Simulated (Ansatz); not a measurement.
Geometry optimisation, RKS B3LYP-D4/def2-SVP (Ansatz 0.2.0).

Input:

```yaml
crystal:
  periodic: [false, false, false]
  atoms:
    - { symbol: Zn, position_ang: [-0.581833, -1.214376, -1.218661] }
    - { symbol: Br, position_ang: [1.784839, -1.113752, -1.464504] }
    - { symbol: O, position_ang: [-2.354768, -1.332523, -1.109164] }
    - { symbol: H, position_ang: [1.675843, 0.840827, 0.562058] }
    - { symbol: P, position_ang: [0.505529, 1.115215, 1.278458] }
    - { symbol: H, position_ang: [-2.746938, -1.828861, -1.840791] }
    - { symbol: H, position_ang: [0.622872, 2.536224, 1.219356] }
    - { symbol: H, position_ang: [1.094556, 0.997146, 2.573148] }
basis:
  gaussian: { orbitals: def2-SVP }
hamiltonian:
  xc: b3lyp
  dispersion: d4
relax:
  f_tol: 0.03
  max_steps: 50
```

Command:

```bash
$ ansatz run input.yaml --threads 2 --pin off --max-ram 3072MiB --backend cpu --events-out ev --progress --plain --runs-dir out
```

Question: Where does it end, and by what steps?

Answer: It converged. After 18 steps the energy has fallen by 0.452 eV; H8 moved furthest, 1.24 Å. Joined: Zn1–P5.

```csv
step,energy less start (eV),largest force component (eV/Å),accepted
0,0.0000,1.224,yes
1,-0.1303,0.182,yes
2,-0.1840,0.639,yes
3,-0.2554,0.866,yes
4,-0.3435,0.900,yes
5,-0.3947,0.482,yes
6,-0.4197,0.403,yes
7,-0.4300,0.190,yes
8,-0.4357,0.111,yes
9,-0.4378,0.066,yes
10,-0.4409,0.189,yes
11,-0.4429,0.160,yes
12,-0.4463,0.179,yes
13,-0.4476,0.220,yes
14,-0.4495,0.121,yes
15,-0.4506,0.131,yes
16,-0.4512,0.112,yes
17,-0.4520,0.038,yes
18,-0.4523,0.008,yes
```

```xyz
8
Properties=species:S:1:pos:R:3
Zn 0.012 -0.985 -1.060
Br 1.725 -1.889 -2.253
O -1.666 -0.654 -0.465
H 1.793 1.452 1.200
P 0.592 0.820 0.775
H -2.372 -1.166 -0.877
H -0.200 1.987 0.625
H 0.115 0.435 2.054
```

Whether the end is a true minimum wasn't checked by a vibrational analysis.

Run time: 46 s on 2 threads of Intel(R) Xeon(R) 6975P-C (Granite Rapids), on a shared host, peak memory 0.32 GiB.
